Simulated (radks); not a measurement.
The numbers below are computed, except where a source is named.
The mean radii <r> (bohr) of the occupied orbitals of an atom or ion are listed with their occupations. Level of theory: Dirac Kohn-Sham, BLYP, spin-unpolarised, spherical densities, finite nucleus; Fermi nuclear charge, rms radius of each element as measured or else 0.836 A^(1/3) + 0.57 fm (a radial shooting solver on a logarithmic mesh with Libxc functionals).

| orbital | occ. | <r> |
|---|---|---|
| 1s1/2 | 2 | 0.04700 |
| 2s1/2 | 2 | 0.2095 |
| 2p1/2 | 2 | 0.1810 |
| 2p3/2 | 4 | 0.1845 |
| 3s1/2 | 2 | 0.5841 |
| 3p1/2 | 2 | 0.5829 |
| 3p3/2 | 4 | 0.5906 |
| 3d3/2 | 3 | 0.5692 |
| 3d5/2 | 1 | 0.5714 |

Name the element and its charge.

Answer. Z = 32, germanium, charge +10: Ge10+ in [Ar] 3d(3/2: 3, 5/2: 1). The 1s radius gives Z: for a bare nucleus <r> = (2 gamma + 1)/(2Z) with gamma = sqrt(1 - (Z/c)^2), 0.04601 bohr for Z = 32, and screening makes it slightly larger (0.04700 here). The occupations add up to 22, and the charge is Z minus that.
